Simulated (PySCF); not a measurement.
ReO4, SMILES [O]=[Re-](=[O])(=[O])=[O], charge -1, multiplicity 1. Geometry optimised at PBE0-D3(BJ)/def2-SVPD. The spin state was assumed, not searched. The isomer is the one that the SMILES or the coordinates give; other isomers of the formula were not compared. The def2 effective core potentials stand for the cores of Re; spin–orbit coupling is left out.

Computed equilibrium geometry at PBE0-D3(BJ)/def2-SVPD (PySCF confirms it by a frequency run) as Cartesian coordinates in Å, and its point group:
point group Td.
```xyz
5

Re     0.0000     0.0000     0.0000
O      0.9999     0.9999    -0.9999
O     -0.9999     0.9999     0.9999
O     -0.9999    -0.9999    -0.9999
O      0.9999    -0.9999     0.9999
```
Charge -1, spin multiplicity 1.
